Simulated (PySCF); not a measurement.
A structure optimised at ωB97X-D3(BJ)/def2-SVP, used in a PySCF frequency run:

```
O
C 1 1.3664
O 2 1.1997 1 120.96
C 2 1.4997 3 126.90 1 179.95
H 4 1.0961 2 109.68 3 0.39
H 4 1.1001 5 110.49 2 -120.67
H 4 1.1002 5 110.47 6 -118.72
Si 1 1.6656 2 119.86 3 1.59
F 8 1.5968 1 111.33 2 -62.46
F 8 1.5991 9 107.54 1 114.14
Cl 8 2.0132 9 111.02 10 119.35
```
Charge 0, spin multiplicity 1.

Question: Write its SMILES and formula.

Answer: CC(=O)O[Si](F)(F)Cl, C2H3ClF2O2Si

Question: What are its rotational constants (standard atomic weights)?

Answer: 2.0970, 1.0309, 0.91089 GHz
